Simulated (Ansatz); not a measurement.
`C=C[SiH2]B(O)Cl` + H₂O → `OB(O)Cl` + `C=C[SiH3]`  (formal hydrolysis of a B–Si bond)

Calculated with Ansatz (gas phase, PBE0-D4/def2-TZVP geometries, no zero-point term in ΔE). CCSD(T)/CBS adds triple-zeta CCSD(T) − MP2 to the extrapolated MP2 energy (def2 sets, frozen cores). This one scheme is used for every species. Functionals use def2-TZVPP. B3LYP here is the variant with VWN-RPA as its local correlation; programs differ in this. Each species was taken in one conformer, which may not be the lowest.

`C=C[SiH2]B(O)Cl`:

Cartesian coordinates in Å:
```
C -0.948 0.883 -1.572
C -1.391 0.589 -0.353
Si -0.418 -0.343 0.934
B 1.451 -0.825 0.303
O 2.586 -0.436 0.915
Cl 1.661 -1.834 -1.132
H 0.034 0.579 -1.919
H -1.555 1.435 -2.284
H -2.394 0.919 -0.081
H -1.148 -1.579 1.336
H -0.305 0.498 2.167
H 2.427 0.114 1.688
```

H₂O:

Cartesian coordinates in Å:
```
O -0.333 0.159 0.124
H 0.536 0.238 0.523
H -0.203 -0.397 -0.647
```

`OB(O)Cl`:

Cartesian coordinates in Å:
```
O 0.049 -0.911 0.673
B -0.021 0.093 -0.237
O 0.035 1.385 0.146
Cl -0.188 -0.256 -1.965
H 0.000 -1.786 0.283
H 0.125 1.475 1.099
```

`C=C[SiH3]`:

Z-matrix (Å, degrees):
```
Si
C 1 1.859
H 1 1.488 2 110.8
H 1 1.487 2 109.0 3 -120.3
H 1 1.488 2 110.8 3 119.3
C 2 1.330 1 123.1 3 120.2
H 2 1.089 1 118.8 3 -59.8
H 6 1.087 2 122.2 1 -180.0
H 6 1.087 2 121.7 1 0.0
```

```
             level  ΔE (kcal/mol)  difference from CCSD(T)/CBS
            PBE-D4          -31.9                          2.1
         r2SCAN-D4          -35.8                         -1.8
           PBE0-D4          -33.6                          0.4
          B3LYP-D4          -35.4                         -1.4
           ωB97X-V          -35.5                         -1.5
           ωB97M-V          -36.4                         -2.4
            B2PLYP          -37.2                         -3.2
               PBE          -33.4                          0.6
            r2SCAN          -36.3                         -2.3
              PBE0          -35.0                         -1.0
             B3LYP          -37.7                         -3.7
     HF/def2-TZVPP          -42.9                         -8.9
    MP2/def2-TZVPP          -35.8                         -1.8
SCS-MP2/def2-TZVPP          -36.8                         -2.8
   CCSD/def2-TZVPP          -36.4                         -2.4
CCSD(T)/def2-TZVPP          -35.3                         -1.3
     HF/def2-QZVPP          -42.9                         -8.9
    MP2/def2-QZVPP          -35.1                         -1.1
SCS-MP2/def2-QZVPP          -36.1                         -2.1
      HF/CBS(def2)          -42.9                         -8.9
     MP2/CBS(def2)          -34.6                         -0.6
    CCSD/CBS(def2)          -35.2                         -1.2
       CCSD(T)/CBS          -34.0                            0
```

Largest T1 diagnostic among the species: 0.013.

The D4 term adds +2.3 kcal/mol with B3LYP and +1.4 kcal/mol with PBE0; it sums over pairs of atoms, weighted by their polarisabilities, and B3LYP, whose exchange is more repulsive, gets the larger term. From PBE to PBE0 (25 % exact exchange), in def2-TZVPP and without D4, ΔE moves by −1.7 kcal/mol. In def2-TZVPP, CCSD(T) changes the Hartree–Fock value by +7.6 kcal/mol (the triples alone add +1.1 kcal/mol) and MP2 by +7.1 kcal/mol.
